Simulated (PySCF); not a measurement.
**Ionisation energy of F²⁺ by level of theory**

F²⁺ [He] 2s2 2p3 (4S) → F³⁺ [He] 2s2 2p2 (3P), as a difference of total energies. Calculation: PySCF 2.14, in aug-cc-pwCVTZ; no relativity, point nucleus. Correlated levels: valence and next inner shell: nothing frozen. The calculations carry no spin-orbit coupling.

```tsv
method	ionisation energy (eV)
UHF	62.229
MP2 (valence and next inner shell)	62.878
SCS-MP2 (valence and next inner shell)	62.595
CCSD (valence and next inner shell)	62.661
CCSD(T) (valence and next inner shell)	62.660
```

Q: How much does correlation contribute at CCSD(T) (valence and next inner shell)?

A: 62.660 − (62.229) = 0.431 eV, measured against UHF.

A first-order spin-orbit estimate (lowest level to lowest level, LS coupling) adds -0.053 eV.

Errors of the correlated levels include the incompleteness of this basis.

For comparison: 62.708 eV (semi-empirical (NIST evaluation); NIST Atomic Spectra Database, ionization energies).
